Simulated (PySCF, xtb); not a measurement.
C₃HBr₂Cl, SMILES ClC=C=C(Br)Br.

Harmonic wavenumbers (cm⁻¹) from GFN2-xTB in xtb 6.7.1 at its own minimum, in rising order: 56, 83, 153, 195, 293, 356, 395, 479, 644, 723, 758, 1128, 1306, 2004, 3046.

Question: What does PBE0-D3(BJ)/def2-SVP (PySCF) give at its own minimum? (The exact figures need the calculation; the answer reports its results.)

Answer: 63, 90, 174, 218, 318, 424, 465, 563, 793, 798, 814, 1183, 1358, 2078, 3206. Paired by order, the mean absolute difference is 62 cm⁻¹ and the zero-point energies are 16.6 and 17.9 kcal/mol.
